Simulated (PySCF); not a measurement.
# Bond lengths and vibrations by method: B2CH3O anion

These are calculations, not measurements. The program is PySCF 2.14.0, an open-source quantum chemistry code, run on an isolated molecule that a program drew, which may never have been made. The molecule is B2CH3O anion (charge -1, singlet), drawn as the SMILES string `BB=C[O-]`.

The geometry was optimised and harmonic frequencies were computed with HF and MP2, all in the aug-cc-pVDZ basis, for the commonest isotopes, with a restricted reference for singlets and an unrestricted one otherwise, and a frozen core in MP2. Each result is a local minimum of its method.

Geometry at the HF minimum:
```xyz
7
B2CH3O anion, angstrom
B     0.8864   -0.6081    0.5178
B     1.4518   -0.0922   -0.8523
C     1.9884    0.5974   -2.0836
O     2.3501    0.1953   -3.1843
H     0.6682   -1.7805    0.7433
H     0.6439    0.1728    1.4173
H     2.0463    1.7007   -1.8951
```

Lengths of the bonds as drawn, in Å (atoms numbered as above):
| bond | HF | MP2 |
|---|---|---|
| B1-B2 | 1.569 | 1.577 |
| B2-C3 | 1.510 | 1.503 |
| C3-O4 | 1.226 | 1.269 |
| B1-H5 | 1.214 | 1.218 |
| B1-H6 | 1.216 | 1.221 |
| C3-H7 | 1.121 | 1.142 |

Rotational constants, in GHz:
```
constant,HF,MP2
A,65.66,66.95
B,3.659,3.57
C,3.466,3.389
```

Harmonic frequencies in cm^-1, each column in rising order, so a row needn't be the same motion in every method:
```
rank,HF,MP2
1,146,124
2,167,167
3,419,310
4,462,?
5,667,630
6,823,767
7,897,774
8,1018,870
9,1176,1092
10,1348,1257
11,1498,1377
12,1714,1578
13,2535,2498
14,2568,2552
15,2881,2675
```

**Estimate the missing MP2 frequency from the HF column.**

A single factor s that minimises the squared misfit of MP2 against s times HF over the other rows is sum(HF x MP2) / sum(HF^2) = 0.9470, with an rms misfit of 62 cm^-1. For rank 4 it gives 0.9470 x 462 = 438 cm^-1. The calculation gives 447 cm^-1, 9 cm^-1 above the estimate. The drawn bonds are on average 1.0 % longer in MP2 than in HF.
